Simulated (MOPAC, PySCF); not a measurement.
C₄H₆SSi, SMILES `C1C=C[SiH](C=1)S` (H–S–Si–C torsion 54°), neutral singlet in the gas phase. 

Cartesian coordinates (Å):
```xyz
12

S      2.8748    -0.1919    -0.2926
Si     0.9650    -0.2605     0.6622
C     -0.3221    -1.3280    -0.1585
C     -1.3589    -0.5276    -0.4428
C     -1.2260     0.9013    -0.0743
C     -0.0801     1.2741     0.5125
H      2.3713     0.1631    -1.4874
H      1.2851    -0.6505     2.0591
H     -0.3142    -2.3854    -0.3873
H     -2.2720    -0.8718    -0.9217
H     -2.0436     1.5850    -0.2882
H      0.1208     2.2920     0.8189
```
Charge 0, spin multiplicity 1.

All levels are single points at this geometry (PBE0-D3(BJ)/def2-TZVP); Pople sets use spherical d functions. Orbital energies aren't observables, and empty levels follow the basis.

```
level                            HOMO (eV)  LUMO (eV)  gap (eV)  dipole (D)  vertical IE, Delta-SCF (eV)
-------------------------------  ---------  ---------  --------  ----------  ---------------------------
PBE-D3(BJ)/def2-TZVP in PySCF        -5.83      -2.74      3.10        1.78                         8.47
PBE0-D3(BJ)/def2-TZVP in PySCF       -6.88      -1.85      5.03        1.90                         8.69
ωB97X-D3(BJ)/def2-TZVP in PySCF      -9.18       0.27      9.45        1.97                         8.95
B3LYP/3-21G in PySCF                 -6.59      -1.78      4.81        2.56                            –
B3LYP/6-311+G** in PySCF             -6.70      -2.10      4.61        1.98                            –
M06-2X/6-31G* in PySCF               -7.88      -0.78      7.10        2.26                            –
PBE/6-31G* in PySCF                  -5.62      -2.49      3.13        2.19                         8.35
SVWN5/6-31G* in PySCF                -5.75      -2.67      3.08        2.21                         8.52
AM1 in MOPAC                         -9.66      -1.36      8.31        2.41                            –
```
